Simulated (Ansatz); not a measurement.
H₄HfO₄, charge -1, doublet, at a GFN2-xTB geometry (such geometries of metal compounds can be far from the true shape) (the multiplicity is a formal guess) (core potentials on Hf) (a gas-phase anion, which may not be bound at this level). Base run: B3LYP/def2-SVP (Ansatz, a first-principles code).

Here is a job for Ansatz.
Ansatz 0.2 input:
```yaml
crystal:
  periodic: [false, false, false]
  atoms:
    - {symbol: Hf, position_ang: [-0.00000000, 0.00000000, -0.00000000]}
    - {symbol: O, position_ang: [1.86824430, 0.33811420, -0.28908161]}
    - {symbol: H, position_ang: [1.71818795, 0.98809181, -0.98506148]}
    - {symbol: O, position_ang: [0.22989531, -0.32287162, 1.87912965]}
    - {symbol: H, position_ang: [1.19165090, -0.26527537, 1.84619568]}
    - {symbol: O, position_ang: [-0.54748506, 1.11112594, -1.46761215]}
    - {symbol: H, position_ang: [-1.31431976, 0.56973815, -1.68724728]}
    - {symbol: O, position_ang: [-1.55065456, -1.12636852, -0.12243589]}
    - {symbol: H, position_ang: [-1.59551909, -1.29255459, 0.82611309]}
basis:
  gaussian:
    orbitals: def2-SVP
hamiltonian:
  xc: b3lyp
total_charge: -1
magnetization: {spin_polarized: true, initial_magnetization: 1}
```

Variants of this job, named by their change:

```tsv
change	basis functions	E (Eh)
base	108	-351.28004
basis = jorge-DZP-DKH; relativity = spin-free X2C	140	-15371.57047
basis = ANO-RCC-VDZP; relativity = none	144	-13079.95516
basis = x2c-SVPall; relativity = spin-free X2C; nucleus = Gaussian	142	-15381.78341
basis = jorge-DZP-DKH; relativity = spin-free X2C; nucleus = Gaussian	140	-15370.18117
basis = x2c-SVPall; relativity = spin-free X2C	142	-15383.32444
basis = ANO-RCC-VDZP; relativity = spin-free X2C	144	-15384.28179
basis = x2c-SVPall; relativity = none	142	-13231.75520
basis = jorge-DZP-DKH; relativity = none	140	-14363.56700
basis = ANO-RCC-VDZP; relativity = spin-free X2C; nucleus = Gaussian	144	-15382.40067
```

Totals shift with the method and basis; they matter in differences.

Ansatz warned in this series: the basis is contracted for relativity, which the run leaves out.

A gas-phase anion may not be bound at this level; its values then depend on the basis.

Basis sets contracted for a relativistic Hamiltonian are a mismatch without it, so the rows without relativity aren't non-relativistic limits. No row has spin-orbit coupling; sets with core potentials leave out the core electrons.
